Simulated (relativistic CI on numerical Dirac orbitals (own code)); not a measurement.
Calculated at this level of theory: Dirac-Coulomb-Breit CI, orbitals from a KLI potential per configuration, QED by a radiative potential, unscaled Slater integrals (own radial code, finite nucleus).

Configuration list (outside the closed core [Ar]): 3d10.4s, 3d10.4p, 3d10.4d, 3d10.4f, 3d10.5s, 3d10.5p, 3d10.5d, 3d10.5f, 3d10.5g, 3d10.6s, 3d10.6p, 3d10.6d, 3d9.4s2, 3d10.6f, 3d10.7s, 3d9.4s.4p, 3d10.8s, 3d9.4s.4d, 3d9.4s.4f, 3d9.4s.5s, 3d9.4s.5p, 3d9.4s.5d, 3d9.4s.5f. Double excitations out of closed p, d and f shells are left out; levels of such configurations are missing from the list, as are those of other unlisted configurations, and high levels can miss mixing partners.

At this charge energies of transitions that change n are usually good to better than 1 %, and those within a shell (Δn = 0) to a few per cent.

Outline of the computed level scheme of Ce XXX. Lowest level of each configuration: 3d10.4s 2S_1/2 at 0.000 eV; 3d10.4p 2P°_1/2 at 61.148 eV; 3d10.4d 2D_3/2 at 187.314 eV; 3d10.4f 2F°_5/2 at 298.404 eV; 3d10.5s 2S_1/2 at 453.744 eV; 3d10.5p 2P°_1/2 at 482.777 eV; 3d10.5d 2D_3/2 at 541.173 eV; 3d10.5f 2F°_5/2 at 589.977 eV; 3d10.5g 2G_7/2 at 610.155 eV.

Some strong electric-dipole decays among the lowest 16 levels: 3d10.5g 2G_9/2 → 3d10.4f 2F°_7/2 (3.9e+12 s⁻¹); 3d10.5g 2G_7/2 → 3d10.4f 2F°_5/2 (3.8e+12 s⁻¹); 3d10.5f 2F°_7/2 → 3d10.4d 2D_5/2 (1.8e+12 s⁻¹); 3d10.5f 2F°_5/2 → 3d10.4d 2D_3/2 (1.7e+12 s⁻¹); 3d10.5s 2S_1/2 → 3d10.4p 2P°_3/2 (1.4e+12 s⁻¹); 3d10.5d 2D_5/2 → 3d10.4p 2P°_3/2 (9.2e+11 s⁻¹); 3d10.5p 2P°_1/2 → 3d10.4s 2S_1/2 (8.1e+11 s⁻¹); 3d10.5p 2P°_1/2 → 3d10.4d 2D_3/2 (7.5e+11 s⁻¹).

LS names give the leading component of a level, which can be under half, so a name can repeat, a term be missing and a line seem to break the LS rules.
